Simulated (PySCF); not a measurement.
C₂F₃, SMILES FC(F)=[C]F (connectivity only; charge and spin as stated), charge +1, multiplicity 1.

Geometry optimised at B3LYP-D3(BJ)/def2-SVP. The multiplicity is an assumed one; other spin states were not compared. The isomer is the one that the SMILES or the coordinates give; other isomers of the formula were not compared.

Level of theory: TDA-LC-ωPBE/def2-SVPD in PySCF.

Vertical excitations.  State labels are in the subgroup Cs.

Computed UV-visible absorptions:
| state | symmetry | energy (eV) | λ (nm) | f | main pairs |
|---|---|---|---|---|---|
| S1 | A" | 2.05 | 606 | 0.003 | HOMO→LUMO 99 % |
| S2 | A' | 5.92 | 210 | 0.272 | HOMO→LUMO+1 89 % |
| S3 | A" | 8.73 | 142 | 0.004 | HOMO−2→LUMO 42 %, HOMO−1→LUMO+1 36 %, HOMO−4→LUMO 12 %, HOMO−3→LUMO+1 7 % |
| S4 | A" | 8.83 | 140 | 0.004 | HOMO−1→LUMO+1 62 %, HOMO−2→LUMO 23 %, HOMO−4→LUMO 11 % |
| S5 | A' | 8.93 | 139 | 0.004 | HOMO−1→LUMO 58 %, HOMO−2→LUMO+1 40 % |
| S6 | A' | 9.20 | 135 | 0.031 | HOMO−2→LUMO+1 36 %, HOMO−1→LUMO 31 %, HOMO−3→LUMO 26 % |
| S7 | A' | 9.42 | 132 | 0.021 | HOMO−3→LUMO 68 %, HOMO−2→LUMO+1 14 % |
| S8 | A" | 9.48 | 131 | 0.001 | HOMO−4→LUMO 61 %, HOMO−2→LUMO 16 %, HOMO−3→LUMO+1 12 % |
| S9 | A' | 9.80 | 126 | 0.068 | HOMO→LUMO+2 65 %, HOMO→LUMO+3 11 % |
| S10 | A" | 10.75 | 115 | 0.130 | HOMO−3→LUMO+1 72 %, HOMO−2→LUMO 13 % |
| T1 | A" | 0.64 | 1937 | 0 | HOMO→LUMO 98 % |
| T2 | A' | 2.37 | 524 | 0 | HOMO→LUMO+1 98 % |
| T3 | A" | 7.77 | 160 | 0 | HOMO−2→LUMO 76 %, HOMO−4→LUMO 16 % |
| T4 | A' | 8.17 | 152 | 0 | HOMO−5→LUMO 75 %, HOMO−1→LUMO 16 % |
Triplets are in the Tamm–Dancoff approximation.
